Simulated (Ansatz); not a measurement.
Single points on Mg₂S₂⁺, that is (MgS)2 ring with one electron fewer.

```yaml
crystal:
  periodic: [false, false, false]
  atoms:
    - {symbol: Mg, position_ang: [-1.213744, 0.081355, -0.502534]}
    - {symbol: S, position_ang: [-0.742317, -0.301767, 1.744027]}
    - {symbol: Mg, position_ang: [1.213745, -0.081374, 0.502531]}
    - {symbol: S, position_ang: [0.742316, 0.301786, -1.744024]}
basis:
  gaussian: {orbitals: def2-TZVP, initial_orbitals: start.molden}
total_charge: 1
magnetization: {spin_polarized: true, initial_magnetization: 1}
hamiltonian: {xc: pbe, dispersion: d4}
scf: {omitted_lower_state_checks: [starts]}
output: {orbitals: {seedname: orbitals}}
```

The file start.molden holds the orbitals of an earlier run on this structure, at another level or in another basis.

```sh
$ ansatz run in.yaml --threads 4 --pin off --events-out ev --progress --plain --max-ram 3916MiB
```

Output, abridged:

```
Functional definition: PBE
1098 factors; their error is unknown
mean field evaluation 1: about -32540.0713 eV, gradient 8.3e0 eV
mean field evaluation 2: about -32540.1673 eV, gradient 1.7e-1 eV
mean field evaluation 4: about -32540.1501 eV, gradient 1.6e-3 eV
mean field evaluation 8: about -32540.1501 eV, gradient 6.8e-6 eV
mean field -32540.15011530 eV, -1195.8284602312 hartree, gradient 6.8e-6 eV, S^2 0.756279; 0 other end points of the search recorded, 0 dependent functions left out
reference -32540.15016961 eV, -1195.8284622271 hartree; 28, 27 occupied and 110, 111 virtual orbitals, 1098 factors
Total energy: -32540.27160670 eV, -1195.8329249581 hartree
Checks for a lower state left out: starts
```

Run time 1.7 s (4 threads of Arm Neoverse V1 on a shared host).

First input, but with `hamiltonian: {xc: r2scan, dispersion: d4}` (abridged; 4.9 s):

```
Functional definition: r2SCAN
mean field -32553.32609647 eV, -1196.3126686085 hartree, gradient 2.3e-5 eV, S^2 0.764242
Total energy: -32553.35053813 eV, -1196.3135668226 hartree
Checks for a lower state left out: starts
```

As the first input, with `hamiltonian: {xc: pbe0, dispersion: d4}` (abridged; 3.8 s):

```
Functional definition: PBE0
mean field -32542.69258925 eV, -1195.9218944258 hartree, gradient 2.2e-5 eV, S^2 0.770171
Total energy: -32542.79665315 eV, -1195.9257187033 hartree
Checks for a lower state left out: starts
```

The first input with `gaussian: {orbitals: def2-TZVPP, initial_orbitals: start.molden}`, `correlation: {method: ccsd_t}`, `scf: {omitted_lower_state_checks: [starts, cluster_reference]}` and without the key `hamiltonian` (abridged; 30 s):

```
Functional definition: HF
mean field evaluation 16: about -32495.3130 eV, gradient 4.9e-5 eV
mean field -32495.31295280 eV, -1194.1807249010 hartree, gradient 2.3e-6 eV, S^2 0.764266; 1 other end points of the search recorded, 0 dependent functions left out
12 core orbitals not correlated: weight in the atoms' cores, before any rotation towards them, 1.000 or more for the frozen orbitals, at most 0.000 for the correlated occupied ones
second order -18.62509244 eV of doubles, -0.00000000 eV of singles
cycle   1  -19.40630297 eV  change   -7.8e-1 eV  update   9.7e-2
cycle   2  -19.72009908 eV  change   -3.1e-1 eV  update   3.3e-2
cycle   3  -19.82040621 eV  change   -1.0e-1 eV  update   3.3e-2
cycle   4  -19.82700413 eV  change   -6.6e-3 eV  update   2.1e-2
cycle   5  -19.82679079 eV  change    2.1e-4 eV  update   1.9e-2
cycle   6  -19.84828852 eV  change   -2.1e-2 eV  update   1.6e-2
cycle   7  -19.86067067 eV  change   -1.2e-2 eV  update   8.9e-3
cycle   8  -19.86494587 eV  change   -4.3e-3 eV  update   3.3e-3
cycle   9  -19.86698423 eV  change   -2.0e-3 eV  update   1.2e-3
cycle  10  -19.86628308 eV  change    7.0e-4 eV  update   4.4e-4
cycle  11  -19.86648897 eV  change   -2.1e-4 eV  update   2.1e-4
cycle  12  -19.86667451 eV  change   -1.9e-4 eV  update   8.1e-5
cycle  13  -19.86663822 eV  change    3.6e-5 eV  update   3.8e-5
perturbative correction -0.71063617 eV, -0.0261153976 hartree
Total energy: -32515.89022718 eV, -1194.9369257870 hartree
Checks for a lower state left out: starts, cluster_reference
```

Geometry: PBE-D4/def2-TZVP, that of the neutral singlet.

Correlated methods freeze 12 core orbitals; core or outer-core shells of Mg are correlated, in sets that lack core-valence functions.
